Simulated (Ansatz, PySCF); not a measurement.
The PySCF input:
```python
from pyscf import gto, scf, cc

mol = gto.Mole()
mol.atom = '''
    Cl   -1.658394   -0.370894   -1.257305
    Al    0.000000    0.000000    0.000000
    Cl    0.008122    2.034526    0.573836
    Cl    1.785907   -0.446130   -1.039304
    Cl   -0.135634   -1.217501    1.722772
'''
mol.basis = 'sto-3g'
mol.charge = -1
mol.spin = 0
mol.verbose = 4
mol.build()

mf = scf.RHF(mol)
mf.kernel()

mycc = cc.CCSD(mf, frozen=25)
mycc.kernel()
et = mycc.ccsd_t()
print('E(CCSD(T)) = %.10f' % (mycc.e_tot + et))
```

Give the equivalent Ansatz (a program for electronic structure) input.

This is not unique; one that fits is 
Ansatz 0.2 input:
```yaml
crystal:
  periodic: [false, false, false]
  atoms:
    - {symbol: Cl, position_ang: [-1.65839443, -0.37089430, -1.25730454]}
    - {symbol: Al, position_ang: [0.00000000, 0.00000000, 0.00000000]}
    - {symbol: Cl, position_ang: [0.00812152, 2.03452580, 0.57383638]}
    - {symbol: Cl, position_ang: [1.78590719, -0.44613033, -1.03930391]}
    - {symbol: Cl, position_ang: [-0.13563427, -1.21750117, 1.72277208]}
basis:
  gaussian:
    orbitals: STO-3G
total_charge: -1
magnetization: {spin_polarized: false}
correlation: {method: ccsd_t, electrons: outside_noble_gas}
accuracy: high
```

Both were run: PySCF gave -2057.750820 Eh and Ansatz -2057.750820 Eh, 0.000 mEh apart.
